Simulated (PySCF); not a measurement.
Calculated NMR parameters of Cc1cc([SiH3])c(C)[pH]1

```
Formula                               : C6H11PSi
SMILES                                : Cc1cc([SiH3])c(C)[pH]1
InChI                                 : InChI=1S/C6H11PSi/c1-4-3-6(8)5(2)7-4/h3,7H,1-2,8H3
Point group of the computed structure : C1
Carbon signals                        : 6
Proton signals                        : 5
```

Bonds (- single, = double, # triple, : aromatic): C1-C2, C2=C3, C3-C4, C4-Si5, C4=C6, C6-C7, C6-P8, P8-C2. C1 carries H9, H10, H11; C3 carries H12; Si5 carries H13, H14, H15; C7 carries H16, H17, H18; P8 carries H19.

[PySCF 2.14.0 with density-fitted response routines: NMR shieldings at HF/pcSseg-1/GIAO; geometry from PBE0-D3(BJ)/def2-SVP; no relativistic terms; equivalent nuclei averaged; no solvent model; one conformer]

δ = σ(ref) − σ, references computed at the same level: $^{1}$H (σ = 31.69 ppm) and $^{13}$C (σ = 190.85 ppm) and $^{29}$Si (σ = 393.43 ppm) against TMS; $^{31}$P (σ = 356.22 ppm) against H3PO4.

| carbon | δC, type | δH (multiplicity) | HMBC from (2–3 bonds) | span of the C tensor (ppm) |
| --- | --- | --- | --- | --- |
| C1 | 17.3, CH3 | 2.22 (m) | H12, H19 | 30 |
| C2 | 151.6, C | – | H12, H19, H9/H10/H11 | 244 |
| C3 | 147.6, CH | 6.73 (m) | H19, H13/H14/H15, H9/H10/H11 | 197 |
| C4 | 143.9, C | – | H12, H19, H13/H14/H15, H16/H17/H18 | 227 |
| C6 | 173.1, C | – | H12, H19, H13/H14/H15, H16/H17/H18 | 280 |
| C7 | 17.9, CH3 | 2.31 (m) | H19 | 28 |

Other nuclei:
```csv
atoms,nucleus,environment,δ (ppm),σ (ppm)
H19,$^{1}$H,hydrogen on a ring phosphorus,4.83,26.85
H13/H14/H15,$^{1}$H,hydrogen on a silicon bonded to C,4.10,27.59
P8,$^{31}$P,ring phosphorus,-41.8,398.0
Si5,$^{29}$Si,"silicon bonded to C, 3 H",-71.7,465.2
```

- δC 173.1, 151.6, 143.9: unsaturated ring carbon.
- δC 147.6: unsaturated ring CH.
- δC 17.9, 17.3: methyl carbon on an unsaturated ring; aliphatic region, no heteroatom directly attached.
- δH 6.73: hydrogen on a unsaturated ring CH.
- δH 2.31, 2.22: hydrogen on a methyl carbon on an unsaturated ring.

Splittings by $^{31}$P in the carbon and heteronuclear signals aren't shown, as no couplings were computed. Shifts are as computed. Against solution values, carbons near 30 ppm lie about -0 ppm off and those near 130 ppm about +7 ppm. Of 1313 compounds with measured shifts, 239 miss one by over three times the rms of a fit or turn the order of signals round; such compounds aren't used in these exercises. Experimental scales use liquid or dissolved standards, which lie at an offset from isolated H3PO4. Multiplicities follow the n + 1 count of equivalent neighbours, as no J values were calculated; m marks all less simple cases, F and P coupling included.
